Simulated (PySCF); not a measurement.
Static response to an electric field

C6H14N2Si2.
Cartesian coordinates in Å at the PBE0-D3(BJ)/def2-SVP level; atoms count from 1:
```xyz
24
C6H14N2Si2 angstrom
C     -2.1761    0.0507   -1.6154
N     -1.5137    0.4380   -0.6120
C     -0.8225   -0.5338    0.1575
C     -0.7011   -0.3124    1.6839
C      0.5485   -1.2149    1.6424
C      0.6906   -0.2440    0.4460
N      1.7461   -0.1885   -0.5126
Si     2.1240    1.3778   -1.2084
Si     2.3894   -1.7169   -1.0749
C      0.2273    0.8856    1.3996
H     -2.6985    0.7890   -2.2393
H     -2.2646   -1.0152   -1.9105
H     -1.0371   -1.5794   -0.1496
H     -1.5237   -0.3551    2.4078
H      0.3849   -2.2792    1.4066
H      1.2770   -1.0848    2.4557
H      2.4373    2.3582   -0.1251
H      1.0054    1.9388   -2.0254
H      3.3196    1.1944   -2.0819
H      1.3478   -2.5512   -1.7564
H      3.4874   -1.4272   -2.0402
H      2.9172   -2.5173    0.0725
H     -0.2414    1.7611    0.9328
H      0.9345    1.1560    2.1987
```

Level: wB97X-D/def2-SVPD (PySCF), static field, nuclei fixed, core orbitals frozen in the response. The polarisability tensor in these axes (au):

```
x   137.01  -1.61   3.77
y    -1.61 129.05  -1.36
z     3.77  -1.36 134.52
```

Question: Diagonalise the tensor; give its mean and Δα, where Δα² is half the sum of the squared differences of the eigenvalues.

Answer: Principal values 128.65, 131.80 and 140.13 au; mean 133.53 au = 19.79 Å³ = 22.02 × 10⁻⁴⁰ C²·m²/J; Δα = 10.28 au (8 % of the mean).

Question: What is the dipole moment, and where does it point?

Answer: (-0.82, -1.11, -0.02) D, 1.38 D in size, pointing from the negative to the positive side. Measured along this direction, the outermost atoms are H17 at the negative end and H12 at the positive end.

Question: Refractivity n − 1 of an ideal gas of it at 273.15 K and 1 atm, from the electronic α?

Answer: N = p/kT = 2.6868 × 10¹⁹ cm⁻³, so n − 1 = 2π × N × 19.79 × 10⁻²⁴ cm³ = 3340 × 10⁻⁶ at long wavelengths.

Question: Sum over states: ᾱ = Σ f/ω², ω in Eh. What share falls to these 10 lowest TDDFT singlets (eV, f)? 4.90, 0.0015; 6.09, 0.1099; 6.25, 0.0036; 6.77, 0.0445; 7.19, 0.0132; 7.38, 0.0050; 7.52, 0.0051; 7.58, 0.0761; 7.72, 0.0410; 7.77, 0.0709.

Answer: They add up to 5.71 au, 4.3 % of the 133.53 au; the largest single term is 2.19 au, from the state at 6.09 eV. Terms in order: 0.05, 2.19, 0.07, 0.72, 0.19, 0.07, 0.07, 0.98, 0.51, 0.87 au. Higher excitations give the rest. The strengths listed sum to 0.371.

Question: What depolarisation ratio follows for Rayleigh scattering of linearly polarised light, taking the static tensor?

Answer: ρ = 3Δα²/(45ᾱ² + 4Δα²) = 317.1/(802325 + 422.8) = 0.000395.

Question: Traceless (Buckingham) quadrupole moment about the centre of nuclear charge: eigenvalues?

Answer: -6.20, -0.21, 6.41 D·Å. The values depend on the origin, since the dipole doesn't vanish. The electronic extent ⟨r²⟩ about the same centre is 1981 bohr², a root-mean-square distance of 2.46 Å for the 92 electrons.

Question: Give the principal axes and the span of the nuclei along them.

Answer: Largest value along (0.79, -0.19, 0.58), where the nuclei span 6.41 Å; middle along (-0.60, -0.05, 0.80), 6.56 Å; least along (0.12, 0.98, 0.15), 5.19 Å. 

One conformer (not necessarily the lowest) at the PBE0-D3(BJ)/def2-SVP geometry, without solvent, vibrations or thermal averaging.

wB97X-D is run here without its empirical dispersion term; that term would change no orbital, density or response property at a fixed geometry.
